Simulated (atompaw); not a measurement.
## An all-electron radial function and its pseudo partner (Sm)

Columns: radius, all-electron u(r) and pseudo u(r) of the 5s shell (level -46.72 eV) of samarium in the configuration [Kr] 4d10 4f5 5s2 5p6 5d1 6s2 6p0; PBE, scalar-relativistic, PAW (atompaw) scheme, atompaw 4.2.0.5.

```json
{"r (bohr)": "0.094", "all-electron": "-0.1230", "pseudo": "0.2009"}
{"r (bohr)": "0.188", "all-electron": "0.3677", "pseudo": "0.3959"}
{"r (bohr)": "0.283", "all-electron": "0.0279", "pseudo": "0.5814"}
{"r (bohr)": "0.377", "all-electron": "-0.4116", "pseudo": "0.7485"}
{"r (bohr)": "0.471", "all-electron": "-0.5416", "pseudo": "0.8949"}
{"r (bohr)": "0.565", "all-electron": "-0.3861", "pseudo": "1.0172"}
{"r (bohr)": "0.660", "all-electron": "-0.0831", "pseudo": "1.1141"}
{"r (bohr)": "0.754", "all-electron": "0.2428", "pseudo": "1.1823"}
{"r (bohr)": "0.848", "all-electron": "0.5281", "pseudo": "1.2233"}
{"r (bohr)": "0.942", "all-electron": "0.7460", "pseudo": "1.2379"}
{"r (bohr)": "1.037", "all-electron": "0.8939", "pseudo": "1.2282"}
{"r (bohr)": "1.131", "all-electron": "0.9767", "pseudo": "1.1971"}
{"r (bohr)": "1.225", "all-electron": "1.0077", "pseudo": "1.1484"}
{"r (bohr)": "1.319", "all-electron": "0.9994", "pseudo": "1.0859"}
{"r (bohr)": "1.413", "all-electron": "0.9627", "pseudo": "1.0133"}
{"r (bohr)": "1.508", "all-electron": "0.9065", "pseudo": "0.9339"}
{"r (bohr)": "1.602", "all-electron": "0.8395", "pseudo": "0.8529"}
{"r (bohr)": "1.696", "all-electron": "0.7668", "pseudo": "0.7722"}
{"r (bohr)": "1.790", "all-electron": "0.6928", "pseudo": "0.6943"}
{"r (bohr)": "1.885", "all-electron": "0.6194", "pseudo": "0.6195"}
{"r (bohr)": "1.979", "all-electron": "0.5503", "pseudo": "0.5503"}
{"r (bohr)": "2.073", "all-electron": "0.4858", "pseudo": "0.4858"}
{"r (bohr)": "2.167", "all-electron": "0.4266", "pseudo": "0.4266"}
{"r (bohr)": "2.262", "all-electron": "0.3724", "pseudo": "0.3724"}
{"r (bohr)": "2.356", "all-electron": "0.3244", "pseudo": "0.3244"}
{"r (bohr)": "2.450", "all-electron": "0.2815", "pseudo": "0.2815"}
```

How many radial nodes do the two functions have?

The all-electron 5s function has n − l − 1 = 4 (the table is too coarse to show those close to the nucleus); the pseudo-wave has 0, since the states of the same l below it are removed with the core.

At about which radius was the pseudo-wave matched?

1.95 bohr, where the columns begin to agree (steps of 0.09 bohr).

Is the pseudo-wave norm-conserving?

No, it belongs to a PAW set: the norm inside the radius is not constrained, and the difference is carried by the augmentation charge.
